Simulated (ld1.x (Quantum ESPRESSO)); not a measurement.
ruthenium: one change to an ultrasoft potential, before and after

| Item | Value |
| --- | --- |
| Element | ruthenium |
| Generator | ld1.x (Quantum ESPRESSO) 7.5 |
| Type | ultrasoft |
| Functional | PBEsol |
| Relativity | scalar-relativistic |
| Frozen core | [Kr] |
| Valence charge | 8 |
| Reference configuration | 4d7.5 5s0.5 5p0 |
| Partial waves | 5s (bound): rcut 2.65, rcutus 3.00 bohr; 5s channel at 0.05 Ry: rcut 2.65, rcutus 3.00 bohr; 5p (bound, empty): rcut 3.35, rcutus 3.70 bohr; 5p channel at 1.05 Ry: rcut 3.35, rcutus 3.70 bohr; 4d (bound): rcut 1.85, rcutus 2.05 bohr; 4d channel at 0.45 Ry: rcut 1.85, rcutus 2.05 bohr |
| Local potential | all-electron potential smoothed inside 2.70 bohr (lloc = -1) |
| Core correction | none |
| Augmentation charge | PSQ, radius 1.85 bohr |

All-electron outer shells of the reference configuration (PBEsol, scalar-relativistic, ld1.x):

| shell | level (eV) | outermost node (bohr) | outermost maximum (bohr) |
| --- | --- | --- | --- |
| 4s | -74.84 | 0.48 | 0.92 |
| 4p | -44.97 | 0.49 | 0.98 |
| 4d | -4.13 | 0.48 | 1.23 |
| 5s | -3.81 | 1.24 | 2.76 |
| 5p | -0.65 | 1.42 | 4.07 |

Change: core correction a·sin(br)/r model core inside 0.88 bohr.

Cutoffs: the cutoffs (Ry, on a coarse ladder) from which the occupation-weighted sum of valence levels, in a spherical-Bessel basis at the reference potential, stays within 10 and 1 mRy of its value at 400 Ry; they do not see the model core or the augmentation charge, which bear on the density cutoff. Errors are all-electron minus pseudo energies relative to the spin-unpolarised reference configuration.

Problem. Predict the effect on cutoff, ghosts and configuration errors.

Solution. The potential gets neither clearly harder nor softer (25 Ry and 40 Ry → 25 Ry and 40 Ry); of the 7 tests that both files solve, the error grows in 7 and shrinks in 0 by more than 15 % and 0.3 meV (median size 4.7 → 11.9 meV); neither file shows a bound ghost. A model core, the more so a compact one, raises the density cutoff, which this test does not measure.

| quantity | base | changed |
| --- | --- | --- |
| cutoff, loose | 25 Ry | 25 Ry |
| cutoff, tight | 40 Ry | 40 Ry |
| bound ghosts | none | none |
| error for 4d7 5s1 5p0, meV [ΔE 0.31 eV] | +4.7 | -7.4 |
| error for 4d7 5s0 5p0, meV [ΔE 7.61 eV] | -0.6 | -12 |
| error for 4d6 5s0 5p0, meV [ΔE 25.80 eV] | +8.1 | -118 |
| error for 4d8 5s0 5p0, meV [ΔE -0.02 eV] | +0.9 | -8.6 |
| error for 4d7 5s0 5p1, meV [ΔE 3.83 eV] | -2.0 | -11 |
| error for 4d6 5s1 5p1, meV [ΔE 5.99 eV] | +41 | -79 |
| error for 4d5 5s0 5p0, meV [ΔE 56.41 eV] | +62 | -370 |
| s: phases at 3.99 bohr within 0.05 rad from the reference energy up to (Ry; the scan ends near 5) | 1.5 | 1.5 |
| p: phases at 3.99 bohr within 0.05 rad from the reference energy up to (Ry; the scan ends near 5) | 2.0 | 2.0 |
| d: phases at 3.99 bohr within 0.05 rad from the reference energy up to (Ry; the scan ends near 5) | 3.5 | 3.5 |
| lowest overlap eigenvalue by channel | s 0.36, p 0.55, d 1.00 | s 0.36, p 0.55, d 1.00 |
